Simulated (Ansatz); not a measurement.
Mulliken charges of `B[SiH](O)F` from PBE/def2-TZVPP in Ansatz (PBE0-D4/def2-TZVP geometry).

```csv
atom,x (Å),y (Å),z (Å),charge (e)
B1,-1.305,0.293,0.268,-0.108
Si2,0.578,-0.424,0.215,0.548
O3,1.578,0.594,-0.593,-0.334
F4,0.473,-1.838,-0.539,-0.275
H5,-1.952,0.378,1.269,0.046
H6,-1.821,0.667,-0.746,0.036
H7,1.263,-0.672,1.502,-0.104
H8,1.278,0.945,-1.433,0.191
```

By hand: the dipole of these point charges (1 e Å = 4.8032 D).

Σ q r = (-0.242, 0.335, 0.037) e Å, of length 0.415 e Å = 1.99 D.

How does the dipole of the full density compare? (An estimate is asked.)

The calculation gave: (-0.201, 0.284, -0.106) e Å, 1.75 D; the point charges give 1.14 times that, at 22° from its direction.

Point charges leave out the atoms' own dipoles, such as those of lone pairs, and Mulliken's split depends on the basis, so the two needn't agree.
